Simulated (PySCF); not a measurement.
**Induced dipoles and field energies**

C₃H₇NO₂Si.
Cartesian coordinates in Å at the GFN2-xTB level; atoms count from 1:
```xyz
14
C3H7NO2Si angstrom
C      2.3515    0.6654    0.1685
C      1.1231    0.1775    0.1340
C      0.7148   -1.1284   -0.5174
O     -0.6670   -1.2949   -0.3586
Si    -1.3198   -0.0808    0.5219
N     -2.4594    0.8048   -0.4099
O      0.0629    0.8005    0.6948
H      2.5671    1.5987    0.6533
H      3.1638    0.1376   -0.2938
H      0.9537   -1.1214   -1.5856
H      1.2345   -1.9703   -0.0463
H     -1.7088   -0.5646    1.8400
H     -2.7778    1.6830   -0.0351
H     -3.2392    0.2924   -0.7879
```

Level: B3LYP/def2-SVPD (PySCF); nuclei fixed, core orbitals frozen in the response. Permanent dipole (-1.565, -0.070, 0.027) D (1 au = 2.5417 D). Static polarisability (au):

```
x   91.53  2.45 -1.72
y    2.45 65.19  1.49
z   -1.72  1.49 61.28
```

Only the terms in μ and α are kept: μ(F) = μ + αF and ΔE = −μ·F − ½ F·αF.

Q: Apply 0.003 au along ±x, ±y and ±z in turn. Tabulate induced and total dipoles and both energy terms.

A: 
```tsv
field along	induced x (D)	induced y (D)	induced z (D)	total size (D)	−μ·F (kJ/mol)	−½F·αF (kJ/mol)
+x	0.698	0.019	-0.013	0.869	+4.850	-1.081
−x	-0.698	-0.019	0.013	2.265	-4.850	-1.081
+y	0.019	0.497	0.011	1.605	+0.217	-0.770
−y	-0.019	-0.497	-0.011	1.682	-0.217	-0.770
+z	-0.013	0.011	0.467	1.655	-0.084	-0.724
−z	0.013	-0.011	-0.467	1.615	+0.084	-0.724
```

Q: For the field (-0.0012, 0.0009, -0.0021) au, what is the induced dipole, and what angle does it make with the field?

A: αF = (-0.264, 0.134, -0.318) D, at 9.7° to the field. The polarisability along this direction, F·αF/F², is 65.35 au, against a mean of 72.67 au.

Q: At what field along the permanent dipole would the induced dipole along it equal the permanent one, in this linear picture?

A: The polarisability along the dipole is 91.74 au, so F = 0.6164 au / 91.74 au = 0.0067 au = 0.35 V/Å; higher-order terms are ignored.

Q: What field makes μF equal to kT at 298 K?

A: kT = 0.9437 × 10⁻³ Eh, so F = 0.00153 au = 7.87 MV/cm.

Q: Induction energy −ᾱe²/2R⁴ of a unit charge at 6 Å, the molecule taken as a point?

A: R = 11.34 bohr, so the energy is −72.7/(2 × 11.34⁴) Eh = -5.77 kJ/mol. The charge–dipole term at its most favourable orientation, −μe/R², is -12.6 kJ/mol.

Isolated species at its GFN2-xTB geometry (one conformer only).

These values come from a run that also computed excited states. On Arm Neoverse N1, one thread, on a shared host, this took 61 s of wall time and 0.82 GiB of memory at its peak.
